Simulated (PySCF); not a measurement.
## Rh²⁺ (rhodium, charge +2) across methods

[Kr] 4d7, high-spin 4F determinant. Calculation: PySCF 2.14, in aug-cc-pVDZ-PP with ECP28MDF (5s5p4d2f, 54 functions); scalar relativity through the core potential.

```
 method  E (hartree)  mean ε 4p β (eV)  mean ε 4d α (eV)  mean ε 4d β (eV)  Σ⟨r²⟩ (bohr²)   ⟨S²⟩
    PBE    -109.1758           -70.046           -26.594           -24.768          27.81  3.751
    LDA    -108.9190           -70.175           -26.758           -24.795          27.98  3.751
r2SCAN0    -109.1894           -73.873           -28.850           -26.603          27.48  3.752
wB97M-V    -109.1149           -75.940           -30.926           -29.112          27.65  3.751
   BP86    -109.2517           -70.198           -26.657           -24.929          27.76  3.751
   PBE0    -109.1763           -73.152           -28.543           -26.543          27.61  3.751
 M06-2X    -109.0950           -75.994           -30.526           -28.553          27.64  3.753
    UHF   -108.56221           -81.214           -33.533           -30.864          27.34  3.754
```

**Question.** Estimate the same row for r2SCAN.

**Answer.** E (hartree) = -109.2113; mean ε 4p β (eV) = -71.141; mean ε 4d α (eV) = -26.980; mean ε 4d β (eV) = -24.824; Σ⟨r²⟩ (bohr²) = 27.58; ⟨S²⟩ = 3.752.

Energies and moments cover only the electrons outside the core potential.
